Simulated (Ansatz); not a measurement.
`CNBF` + H–F → `FBF` + CH₃NH₂ at 500 K and 1 bar (ligand exchange at a B–N bond).

Calculated with Ansatz (gas phase, PBE0-D4/def2-TZVP geometries, no zero-point term in ΔE). CCSD(T)/CBS adds triple-zeta CCSD(T) − MP2 to the extrapolated MP2 energy (def2 sets, frozen cores). This one scheme is used for every species. One conformer a species, not always the lowest.

| species | CCSD(T)/CBS energy (Eh) | H − E (kJ/mol) | S (J/(mol·K)) |
| --- | --- | --- | --- |
| `CNBF` | -220.44549 | 220.6 | 337.0 |
| H–F | -100.39570 | 39.4 | 188.7 |
| `FBF` | -225.09427 | 67.7 | 269.5 |
| CH₃NH₂ | -95.75281 | 191.8 | 270.3 |

H − E and S are ideal-gas, rigid-rotor, harmonic terms from PBE0-D4/def2-TZVP, for one conformer and one mirror image of each species. 1 Eh = 2625.50 kJ/mol, R = 8.31446 J/(mol·K).

Question: By hand: ΔE, ΔH, ΔS and ΔG.

Answer: ΔE = (-225.09427) + (-95.75281) − (-220.44549) − (-100.39570) = -0.00589 Eh = -15.5 kJ/mol. Δ(H − E) = 67.7 + 191.8 − 220.6 − 39.4 = -0.5, so ΔH = -16.0 kJ/mol. ΔS = 269.5 + 270.3 − 337.0 − 188.7 = 14.1 J/(mol·K). ΔG = -16.0 − 500 × (14.1)/1000 = -23.1 kJ/mol.

Question: By hand: the equilibrium constant, and the temperature at which ΔG would vanish if ΔH and ΔS stayed fixed.

Answer: log₁₀ K = −ΔG/(RT ln 10) = 2.4. ΔH and −TΔS have one sign here, so there is no such temperature.

TΔS isn't small against ΔH here. A doubt of 5 kJ/mol in ΔE shifts log₁₀ K by 0.5 here. Other conformers and mirror images would add mixing entropy, several J/(mol·K) or more a flexible species. These are equilibria of isolated gas molecules and say nothing of rates. Largest T1 diagnostic: 0.013 (customary marks: 0.02 for closed shells, 0.045 for open ones).
